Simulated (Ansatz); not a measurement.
Basis-set extrapolation for C₂H₆ClFSi (`FC(Cl)C[SiH3]`) (PBE0-D4/def2-TZVP geometry, frozen core, Ansatz). Multiplicity 1, RHF reference.

```tsv
	def2-TZVPP	def2-QZVPP
HF	-927.193306	-927.223029
MP2 correlation	-0.909160	-0.984351
CCSD(T) correlation	-0.999590	not run
```

Energies in hartree. Use E(X) = E(∞) + A·exp(−7.88·√X) for Hartree–Fock and E(X) = E(∞) + B·X^(−2.97) for correlation, with X = 3 and 4, and add CCSD(T) minus MP2 of the smaller set to the MP2 limit.

Task: What is the CCSD(T) energy at the basis-set limit?

Result: HF limit: -927.223029 + (-0.029723) × 0.13774 = -927.22712. MP2 limit: -0.984351 + (-0.075191) × 0.74074 = -1.04005. Higher-order term: -0.999590 − (-0.909160) = -0.09043. Total: -928.35760 hartree, 4.48 eV below CCSD(T)/def2-TZVPP.
